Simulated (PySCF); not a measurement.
PySCF job for CH4ClFOSi2, SMILES F[Si@H]1OC[Si@@H]1Cl, PBE/pcSseg-1. The structure is a stationary point at B3LYP-D3(BJ)/def2-SVP. The structure was generated by enumeration; whether it is a known compound was not checked.

```python
import numpy as np
from pyscf import gto, scf, dft
from pyscf.prop.nmr import rks as nmr

mol = gto.M(
    atom='''
    F     2.63928959   -0.72617417   -0.40114788
    Si    1.39369779   -0.04110830    0.39177194
    O     1.03061290    1.48200178   -0.22080943
    C    -0.24920646    1.40563804   -0.89973258
    Si   -0.73407236   -0.42093464   -0.49181919
    Cl   -2.32049489   -0.57164695    0.85024940
    H     1.79214204   -0.01339469    1.81956737
    H    -0.12245736    1.61516390   -1.97609497
    H    -0.94180570    2.15397322   -0.48120069
    H    -1.01749280   -1.32341789   -1.64064804
    ''',
    basis='pcSseg-1',
    charge=0,
    spin=0,
    max_memory=1600,
    verbose=3,
)
mf = dft.RKS(mol, xc='pbe')
mf.grids.level = 3
mf.conv_tol = 1e-10
mf.max_cycle = 100
mf.kernel()
n = nmr.NMR(mf)
n.verbose = 2
n.max_cycle_cphf = 60
sigma = n.kernel()
print('atom   isotropic/ppm   span/ppm')
for i, s in enumerate(sigma):
    w = np.linalg.eigvalsh((s + s.T) / 2)
    print(f'{mol.atom_symbol(i):2s}{i + 1:3d} {w.mean():14.3f} {w[2] - w[0]:11.3f}')
```

Log of the run:

```
converged SCF energy = -1254.12112330477
atom   isotropic/ppm   span/ppm
F   1        283.004     182.032
Si  2        307.963      57.982
O   3        185.526     240.941
C   4        104.928      86.531
Si  5        293.751     104.822
Cl  6        952.078     171.717
H   7         25.290       8.897
H   8         26.460       8.776
H   9         26.548       7.051
H  10         24.852       7.883
```

Self-consistency was reached.

Cost: roughly 40 core-seconds.
